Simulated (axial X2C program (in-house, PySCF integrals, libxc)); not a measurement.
Photoelectron levels of ScN by EOM-IP-CCSD

Calculated with an in-house all-electron X2C program for linear molecules (integrals from PySCF): two-component X2C with atomic mean-field Coulomb and Gaunt terms, Gaussian nuclei, basis Sc dyall-cv3z, N dyall-av3z with contracted cores.

R = 1.507 Å (0.920 times 1.638 Å, the PBE0 minimum at charge 0 for the lowest determinant).

Vertical ionisation energies of ScN to the states of ScN⁺:

```json
{"Ω of ScN⁺": "1/2", "vertical IE (eV)": "6.984", "above lowest (cm⁻¹)": "0", "ionised spinor": "43% N pσ, 38% Sc dσ, 11% Sc pσ", "one-hole weight": "0.94"}
{"Ω of ScN⁺": "3/2", "vertical IE (eV)": "7.922", "above lowest (cm⁻¹)": "7566", "ionised spinor": "62% N pπ, 29% Sc dπ", "one-hole weight": "0.94"}
{"Ω of ScN⁺": "1/2", "vertical IE (eV)": "7.938", "above lowest (cm⁻¹)": "7692", "ionised spinor": "62% N pπ, 29% Sc dπ", "one-hole weight": "0.94"}
{"Ω of ScN⁺": "1/2", "vertical IE (eV)": "17.061", "above lowest (cm⁻¹)": "81273", "ionised spinor": "54% N sσ, 22% Sc dσ, 11% Sc pσ", "one-hole weight": "0.74"}
```

Task: Take the first Ω = 1/2 and Ω = 3/2 rows of π character: how far apart are they, and which lies lower?

Result: E(3/2) − E(1/2) = 7566 − 7692 = -126 cm⁻¹ at EOM-IP-CCSD: inverted, Ω = 3/2 lower. Splittings at this level can be off by ten to twenty per cent.

This point took 26 s on 1 thread of Intel(R) Xeon(R) Platinum 8488C (Sapphire Rapids), with other jobs on the host.

Reference electrons by ω block (each with its −ω partner): 1/2: 11, 3/2: 3. 16 electrons of ScN correlated (inner shells frozen), 88 natural virtual spinors (a truncated set); levels can be off by some tenths of an eV. Roots sought by Ω: (1/2: 4, 3/2: 3, 5/2: 1); rows need 60 % one-particle weight and stop where some Ω has no more roots. Missing are any skipped roots, higher Ω and states of a further excitation; these come out far too high here and may in truth be low or lowest. T1 of the reference 0.020 (Lee–Taylor). Number of frozen shells: Sc 2 s, 1 p; N 1 s.
